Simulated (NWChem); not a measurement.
System: CNO anion

Here is an NWChem input.

```
start job
memory heap 200 mb stack 900 mb global 1100 mb
charge -1
geometry units angstroms noautosym nocenter noautoz
  N      0.000000     0.000000     1.261754
  C      0.000000     0.000000     0.070950
  O      0.000000     0.000000    -1.159397
end
basis spherical
  N library aug-cc-pvdz
  C library aug-cc-pvdz
  O library aug-cc-pvdz
end
dft
  xc pbe0
  iterations 150
end
cosmo
  do_cosmo_smd true
  solvent ethanol
end
task dft energy
```

NWChem printed, in part:

```
             Northwest Computational Chemistry Package (NWChem) 7.3.0
             --------------------------------------------------------

                             Geometry "geometry" -> ""
                             -------------------------

 Output coordinates in angstroms (scale by  1.889725989 to convert to a.u.)

  No.       Tag          Charge          X              Y              Z
 ---- ---------------- ---------- -------------- -------------- --------------
    1 N                    7.0000     0.00000000     0.00000000     1.26175400
    2 C                    6.0000     0.00000000     0.00000000     0.07095000
    3 O                    8.0000     0.00000000     0.00000000    -1.15939700

 Effective nuclear repulsion energy (a.u.)      51.5488317420

                                 NWChem DFT Module
                                 -----------------

 Summary of "ao basis" -> "ao basis" (spherical)
 ------------------------------------------------------------------------------
       Tag                 Description            Shells   Functions and Types
 ---------------- ------------------------------  ------  ---------------------
 N                        aug-cc-pvdz                9       23   4s3p2d
 C                        aug-cc-pvdz                9       23   4s3p2d
 O                        aug-cc-pvdz                9       23   4s3p2d

 in cosmo_initialize ...
 calling solv_data for solv:ethanol

 solvent parameters
 solvname_short: ethanol
 solvname_long:  ethanol
 dielec:       24.8520
 dielecinf:     1.8526
 nonaqueous SMD model solvent descriptors
 dielec:       24.8520
 sola:          0.3700
 solb:          0.4800
 solc:          0.0000
 solg:         31.6200
 solh:          0.0000
 soln:          1.3611

          ---------------
          -cosmo- solvent
          ---------------
 Cosmo: York-Karplus, doi: 10.1021/jp992097l
 dielectric constant -eps-     =  24.85
 screen = (eps-1)/(eps    )    =   0.95976
 surface charge correction     = lagrangian

   van der Waals surface
 --------------------------

[...]

                                COSMO-SMD solvation results
                                ---------------------------

             internal energy in gas <Psi(g)|H|Psi(g)> =      -167.968734202098
         internal energy in solvent <Psi(s)|H|Psi(s)> =      -167.967989076746
                               delta internal energy  =         0.000745125352 (    0.47 kcal/mol)
   total free energy in solvent <Psi(s)|H+V/2|Psi(s)> =      -168.076093662355
 polarization energy contribution <Psi(s)|V/2|Psi(s)> =        -0.108104585609 (  -67.84 kcal/mol)
    total free energy in solvent including G(SMD-CDS) =      -168.068800520263
                       G(SMD-CDS) energy contribution =         0.007293142092 (    4.58 kcal/mol)
     1 M fixed-concentration free energy of solvation =        -0.100066318165 (  -62.79 kcal/mol)

                       DFT Final Molecular Orbital Analysis
                       ------------------------------------

 Vector    9  Occ=2.000000D+00  E=-3.574829D-01
              MO Center=  1.4D-13, -1.4D-12,  1.4D+00, r^2= 1.1D+00
   Bfn.  Coefficient  Atom+Function         Bfn.  Coefficient  Atom+Function
  ----- ------------  ---------------      ----- ------------  ---------------
     7      0.459737  1 N  pz                 3      0.408486  1 N  s
     4      0.328201  1 N  s                 30     -0.265626  2 C  pz
     2      0.227560  1 N  s                 10      0.215318  1 N  pz
    25     -0.150820  2 C  s                 53      0.142685  3 O  pz
    26     -0.118068  2 C  s                 27     -0.117147  2 C  s

 Vector   10  Occ=2.000000D+00  E=-2.510429D-01
              MO Center= -5.7D-13,  1.6D-12,  2.6D-01, r^2= 2.1D+00
   Bfn.  Coefficient  Atom+Function         Bfn.  Coefficient  Atom+Function
  ----- ------------  ---------------      ----- ------------  ---------------
     5      0.305948  1 N  px                 6     -0.305629  1 N  py
    51     -0.287582  3 O  px                52      0.287282  3 O  py
    54     -0.191688  3 O  px                55      0.191488  3 O  py
     8      0.178014  1 N  px                 9     -0.177829  1 N  py
    28      0.124373  2 C  px                29     -0.124244  2 C  py

 Vector   11  Occ=2.000000D+00  E=-2.510429D-01
              MO Center=  1.7D-12,  1.6D-12,  2.6D-01, r^2= 2.1D+00
   Bfn.  Coefficient  Atom+Function         Bfn.  Coefficient  Atom+Function
  ----- ------------  ---------------      ----- ------------  ---------------
     5      0.305629  1 N  px                 6      0.305948  1 N  py
    51     -0.287282  3 O  px                52     -0.287582  3 O  py
    54     -0.191488  3 O  px                55     -0.191688  3 O  py
     8      0.177829  1 N  px                 9      0.178014  1 N  py
    28      0.124244  2 C  px                29      0.124373  2 C  py

 Vector   12  Occ=0.000000D+00  E= 1.388426D-02
              MO Center= -1.8D-09, -5.0D-09,  7.2D-02, r^2= 9.3D+00
   Bfn.  Coefficient  Atom+Function         Bfn.  Coefficient  Atom+Function
  ----- ------------  ---------------      ----- ------------  ---------------
    27      4.187113  2 C  s                  4     -2.450047  1 N  s
    50     -1.401605  3 O  s                 26      0.996929  2 C  s
    13      0.712664  1 N  pz                59     -0.450719  3 O  pz
     3     -0.438546  1 N  s                 49     -0.303380  3 O  s
    36      0.254381  2 C  pz                10      0.200354  1 N  pz

[...]
```

Level: PBE0/aug-cc-pVDZ, SMD on the gas-phase geometry. All runs use the structure optimised with B3LYP/def2-SVPD. Solvent: ethanol.
